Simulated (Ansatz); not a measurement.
Cartesian coordinates in Å:
```
C 0.350 1.777 0.556
Si -0.012 0.003 0.038
C -1.763 -0.073 -0.654
C 0.087 -1.106 1.554
In 1.653 -0.749 -1.795
H -0.379 2.109 1.302
H 1.345 1.872 0.999
H 0.296 2.459 -0.295
H -2.038 -1.089 -0.948
H -1.877 0.574 -1.528
H -2.479 0.260 0.104
H 1.082 -1.079 2.005
H -0.634 -0.784 2.312
H -0.133 -2.146 1.300
H 2.019 0.248 -3.174
H 2.482 -2.277 -1.777
```

Charge 0, multiplicity 1. In takes the def2 core potential.

List the CAM-B3LYP/def2-TZVPP orbital energies in eV (Ansatz 0.2.0). (Best estimate.)

The calculation gave: Occupied: -1800.47, -278.23, -278.20, -278.16, -145.02, -128.83, -100.36, -100.34, -100.34, -85.59, -85.23, -85.22, -22.52, -22.33, -22.32, -22.25, -22.17, -21.74, -20.75, -20.72, -14.77, -13.49, -13.10, -13.06, -12.56, -12.54, -12.51, -12.28, -10.04, -10.04, -9.04, -7.85. Lowest empty: -1.05, 1.29, 1.62, 1.75, 2.15, 2.41, 2.53, 2.83.
